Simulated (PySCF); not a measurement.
Molecule: `C(c1ccc(CC)[nH]1)#N`, C7H8N2.

Geometry (Å), atoms numbered from 1 in this order:
```xyz
17

C    -2.4265   -0.3024    0.3569
C    -1.5138    0.8072   -0.1744
C    -0.1108    0.3287   -0.3208
C     0.5308   -0.2402   -1.4007
C     1.8368   -0.5568   -1.0089
C     1.9662   -0.1727    0.3149
C     3.0684   -0.2586    1.1665
N     3.9756   -0.3264    1.8690
N     0.7663    0.3600    0.7109
H    -2.4197   -1.1519   -0.3215
H    -3.4469    0.0612    0.4480
H    -2.0912   -0.6416    1.3347
H    -1.5422    1.6590    0.5103
H    -1.8784    1.1401   -1.1473
H     0.1032   -0.4039   -2.3700
H     2.6002   -1.0106   -1.6091
H     0.5748    0.7207    1.6316
```

Frames of a GFN2-xTB Langevin trajectory at 300 K; GIAO PBE0/pcSseg-1 shieldings in PySCF 2.14, gas phase, non-relativistic; equivalent atoms averaged within each frame.

δ = σ(ref) − σ, references computed at the same level: TMS for 13C (σref 186.93) and 1H (σref 31.72); 15N (σref 267.73) vs NH3. The references are static minima.

How do the shifts (ppm) fluctuate along the trajectory?

## Answers


```
         time (fs)     C3     C5     C7     C6     C4    C2    C1     N8     N9   H16
optimised geometry  143.5  128.8  119.1  104.2  112.7  26.4  20.4  320.8  180.0  7.02
               250  147.0  135.9  118.8  112.0  110.8  28.6  18.4  329.5  170.6  7.39
               425  140.4  125.1  120.8  102.6  117.3  26.6  15.7  333.0  182.8  5.96
               625  148.3  133.1  118.5  105.3  116.2  25.7  20.6  329.1  179.1  7.39
               800  137.5  131.4  126.5  108.0  112.1  35.8  22.3  342.9  185.1  7.73
              1000  159.0  129.5  125.5   98.9  120.2  26.9  25.5  335.6  179.7  6.74
    mean of frames  146.4  131.0  122.0  105.4  115.3  28.7  20.5  334.0  179.5  7.04
standard deviation    8.3    4.1    3.7    5.0    3.9   4.1   3.7    5.6    5.5  0.70
```

5 frames give an uncertainty of the mean of about the standard deviation over 2.2 at best, since frames this close in time may not be independent; classical motion lacks zero-point vibration, and the reference would need the same averaging.
